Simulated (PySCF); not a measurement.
CH₇ClGeSi.

```xyz
11

Si     1.2413    -1.1474     0.3716
Cl     2.0445     0.7381     0.7791
C     -0.1697    -0.9623    -0.8397
Ge    -1.5052     0.4170    -0.3574
H      0.7590    -1.7192     1.6574
H      2.3395    -1.9926    -0.1715
H     -0.6882    -1.9338    -0.9175
H      0.2246    -0.7204    -1.8401
H     -0.9615     1.8176    -0.6874
H     -1.8223     0.3267     1.1495
H     -2.8001     0.1676    -1.1598
```
Charge 0, spin multiplicity 1.

The structure is a stationary point at B3LYP-D3(BJ)/def2-SVP. This is a generated structure with no PubChem entry under its InChIKey; it may be hypothetical. The values are those of a single conformer.

All values below come from PBE/pcSseg-1 (PySCF). Non-relativistic, no solvent.

Computed absolute GIAO shielding of each atom: isotropic value and principal components (ppm):
```tsv
atom	σ(iso)	σ11	σ22	σ33	span
Si1	333.4	274.2	339.3	386.6	112.4
Cl2	965.8	917.3	961.6	1018.7	101.4
C3	183.4	172.3	181.8	196.2	23.9
Ge4	1500.2	1441.7	1460.8	1597.9	156.2
H5	25.9	22.2	24.3	31.3	9.2
H6	25.6	21.3	24.1	31.5	10.3
H7	31.1	25.1	28.6	39.7	14.5
H8	30.6	25.9	28.2	37.7	11.8
H9	26.9	20.3	23.5	37.1	16.7
H10	27.1	20.8	23.3	37.4	16.6
H11	27.0	20.7	21.9	38.5	17.8
```
